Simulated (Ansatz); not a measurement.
Spectroscopic constants of SiCl, multiplicity 2 (lowest of 2S+1 = 2, 4 at CCSD(T)/def2-TZVPP on PBE0 minima; our sources give no spin for the ground state, which may be another).

D_e counts from the fitted minimum to each atom's lowest state at the same level, without counterpoise.

Correlated levels freeze the cores.

Codes used: Ansatz (Gaussian basis) for Hartree–Fock, density functionals and correlated methods. Values without a source in brackets are computed.

Problem. Give the bond energy D_e at the level B97M-V/def2-TZVPP.

Solution. 444 kJ/mol

Problem. Give the bond energy D_e at the level wB97M-V/def2-TZVPP.

Solution. 438 kJ/mol

Problem. Estimate the bond energy D_e that CCSD(T)/def2-TZVPP returns for this input.

Solution. 405 kJ/mol

Ansatz is a program for electronic structure.
